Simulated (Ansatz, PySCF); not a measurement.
This PySCF input computes a PBE0/def2-TZVPD energy:

```python
from pyscf import gto, scf, dft

mol = gto.M(
    atom='''
    Si    0.11758219   -0.05707383   -0.00147873
    C     1.62318459   -0.85601232   -0.44647040
    C    -1.29710923    0.43064439   -1.22800562
    N    -0.81316657   -1.07647710    1.11663454
    N     0.45215582    1.54115568    0.69807580
    H     2.44057215   -0.30247731   -0.90728558
    H     1.65568043   -1.92622025   -0.64764955
    H    -2.14508077    0.92021729   -0.72971310
    H    -1.67655735   -0.45700817   -1.74409525
    H    -0.91760185    1.11307927   -1.99515179
    H    -0.26882741   -1.84292284    1.48956258
    H    -1.70543236   -1.41846412    0.78620726
    H     0.11302013    2.34345526    0.18467742
    H     1.42869948    1.66883198    0.92803398
    ''',
    basis='def2-tzvpd',
    charge=-1,
    spin=0,
    verbose=4,
)

mf = dft.RKS(mol, xc='pbe0').density_fit(auxbasis='def2-universal-jkfit')
mf.grids.level = 3
mf.conv_tol = 1e-9
mf.max_cycle = 100
mf.max_memory = 1500
mf.kernel()
if not mf.converged:
    mf = mf.newton()
    mf.kernel(mf.make_rdm1())
mf.analyze()
```

Write an input for the same energy in Ansatz (a quantum-chemistry and plane-wave program) and say what it gives.


Ansatz 0.2 input:
```yaml
crystal:
  periodic: [false, false, false]
  atoms:
    - {symbol: Si, position_ang: [0.11758219, -0.05707383, -0.00147873]}
    - {symbol: C, position_ang: [1.62318459, -0.85601232, -0.44647040]}
    - {symbol: C, position_ang: [-1.29710923, 0.43064439, -1.22800562]}
    - {symbol: N, position_ang: [-0.81316657, -1.07647710, 1.11663454]}
    - {symbol: N, position_ang: [0.45215582, 1.54115568, 0.69807580]}
    - {symbol: H, position_ang: [2.44057215, -0.30247731, -0.90728558]}
    - {symbol: H, position_ang: [1.65568043, -1.92622025, -0.64764955]}
    - {symbol: H, position_ang: [-2.14508077, 0.92021729, -0.72971310]}
    - {symbol: H, position_ang: [-1.67655735, -0.45700817, -1.74409525]}
    - {symbol: H, position_ang: [-0.91760185, 1.11307927, -1.99515179]}
    - {symbol: H, position_ang: [-0.26882741, -1.84292284, 1.48956258]}
    - {symbol: H, position_ang: [-1.70543236, -1.41846412, 0.78620726]}
    - {symbol: H, position_ang: [0.11302013, 2.34345526, 0.18467742]}
    - {symbol: H, position_ang: [1.42869948, 1.66883198, 0.92803398]}
basis:
  gaussian:
    orbitals: def2-TZVPD
hamiltonian:
  xc: {name: PBE0}
total_charge: -1
output: {forces: true}
```
It gives -480.41712 Eh, and PySCF -480.41720 Eh, a difference of 0.08 mEh, from the treatment of integrals and grids.

It need not be the lowest isomer of its formula. Whether it binds its extra electron was not tested at this geometry.
